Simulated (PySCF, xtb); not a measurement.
methyltin triiodide (CH3I3Sn), SMILES [CH3][Sn]([I])([I])[I].

Harmonic wavenumbers (cm⁻¹) from GFN2-xTB in xtb at its own minimum, in rising order: 44, 49, 49, 64, 90, 90, 161, 220, 220, 413, 694, 695, 1180, 1404, 1404, 3036, 3064, 3066.

What does PySCF 2.14.0 with B3LYP-D3(BJ)/def2-SVP give at its own minimum? (Estimate from the structure and the level; the computed values follow.)

50, 50, 69, 71, 104, 104, 168, 212, 212, 508, 768, 768, 1192, 1420, 1420, 3054, 3181, 3181. Paired by order, the mean absolute difference is 35 cm⁻¹ and the zero-point energies are 22.8 and 23.6 kcal/mol.
